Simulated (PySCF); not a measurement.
SMILES OB(O)[O][GeH3] (H₅BGeO₃), singlet (PBE0/def2-SVP optimised geometry):

```
10

Ge     1.268    -1.308    -0.005
O      0.277     0.190     0.000
B     -1.084     0.190     0.000
O     -1.784     1.363     0.000
O     -1.761    -0.998    -0.001
H      0.964    -2.119     1.264
H      0.963    -2.110    -1.280
H      2.714    -0.793    -0.004
H     -1.189     2.119     0.000
H     -2.714    -0.870    -0.001
```

Computed with PBE0/def2-TZVP in PySCF.

### Question
What are the frontier orbital energies and the dipole moment?

### Answer
HOMO-2 -9.26 eV, HOMO-1 -9.16 eV, HOMO -8.75 eV, LUMO 0.18 eV, LUMO+1 1.07 eV; dipole moment 0.30 D.

Meta-Löwdin charges at PBE0/def2-TZVP: Ge1 0.63, O2 -0.62, B3 0.57, O4 -0.56, O5 -0.56, H6 -0.06, H7 -0.06, H8 -0.06, H9 0.36, H10 0.36.
